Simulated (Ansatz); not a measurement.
```yaml
crystal:
  periodic: [true, true, true]
  atoms:
    - {symbol: O, position_ang: [-0.884631, 1.137130, -0.501564]}
    - {symbol: In, position_ang: [-0.011740, -0.511277, -0.127023]}
    - {symbol: O, position_ang: [1.303223, -0.832075, 0.585961]}
    - {symbol: Br, position_ang: [-1.262511, -2.510814, -1.069299]}
    - {symbol: H, position_ang: [-0.858579, 1.797450, -0.112915]}
    - {symbol: H, position_ang: [1.684556, 0.090365, 1.057848]}
basis:
  gaussian: {orbitals: STO-3G, final_grid: {core_spheres: 5, valence_spheres: 4, degree: 11}}
magnetization: {spin_polarized: true, initial_magnetization: 2}
hamiltonian: {xc: {name: wB97X}, pseudopotentials: {relativity: none}}
```

```sh
$ ansatz run in.yaml --threads 4 --pin off --events-out ev --progress --plain --max-ram 10444MiB
```

Output, abridged:

```
Error: YAML parse error: error: line 2 column 3: crystal: missing field `lattice` (a structure is typed as `lattice` and `atoms`, a molecule's as `atoms` in Å alone, or read from a run's directory, `checkpoint`)
 --> <input>:2:3
1 | crystal:
2 |   periodic: [true, true, true]
3 |   atoms:
4 |     - {symbol: O, position_ang: [-0.884631, 1.137130, -0.501564]}
```

In this input the molecule is marked periodic without a cell. The input was rejected before any iteration.
